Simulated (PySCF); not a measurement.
Computed IR spectrum (relative IR intensity) of a molecule C3F5, multiplicity 2. Coordinates come from a PBE-D3(BJ)/def2-SVP optimisation. The values are those of a single conformer. The numbers are results of PBE-D3(BJ)/def2-SVP run with PySCF, not measurements. No scaling factor is applied to the harmonic values.

Lines under 2 % of the strongest are left out, and lines within 2 cm⁻¹ are merged.

```tsv
ν (cm⁻¹)	relative intensity
591	2.2
601	4.0
671	3.3
1003	74
1113	61
1147	81
1261	95
1291	19
1806	100
```

Question: Which molecule gave these data?
A. F[C](F)C(F)=C(F)F
B. F[C]=C(F)C(F)(F)F
C. FC(F)=[C]C(F)(F)F

Answer: C, FC(F)=[C]C(F)(F)F
